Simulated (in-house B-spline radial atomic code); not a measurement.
A run on an ion of nuclear charge 59 with 59.5 electrons that did not converge. Method: scalar-relativistic (X2C) PBE0, spin-polarised, spherical fractional occupations, Fermi nucleus of rms radius 4.8919 fm; computed with a B-spline radial code for spherical atoms.

Command:
```bash
python run_scf.py task.json out
```
Settings (nuclear radius in fm, mass in u):
```
Z                59
configuration    [Xe] 4f3.5 6s2
hamiltonian      x2c
method           pbe0
spin_polarised   True
nucleus          fermi
rms_radius       4.8919
atomic_mass      140.90766
speed_of_light   137.035999084
```

First and last ten iterations of the last attempt (damped for 15 steps, keeping 80 % of the old Fock matrix, then DIIS):
```
 iter        energy (Eh)    residual
    1       -9226.218146    4.75e-01
    2       -9225.140307    5.58e-01
    3       -9230.802968    3.51e-01
    4       -9233.654324    2.08e-01
    5       -9235.015229    1.22e-01
    6       -9235.628717    7.65e-02
    7       -9235.889560    4.57e-02
    8       -9235.994927    2.73e-02
    9       -9236.037176    1.94e-02
   10       -9232.596974    1.54e-01
  111       -9232.445383    1.58e-01
  112       -9231.559694    1.60e-01
  113       -9231.468780    1.62e-01
  114       -9231.474667    1.62e-01
  115       -9231.458781    1.62e-01
  116       -9231.244277    1.22e-01
  117       -9191.425708    2.79e-01
  118       -9190.711095    3.08e-01
  119       -9234.806125    1.48e-01
  120       -9235.011001    1.23e-01
 not converged after 120 iterations
```

The smallest residual met was 1.2e-02; the threshold is about 6e-07. No energy from this run should be used. The likely cause: this method binds the added charge weakly or not at all at the basis-set limit, so charge moves back and forth between the atom and the box. Time taken, with all properties: 3.1 s on 1 thread of Intel(R) Xeon(R) 6975P-C, with other jobs on the host.
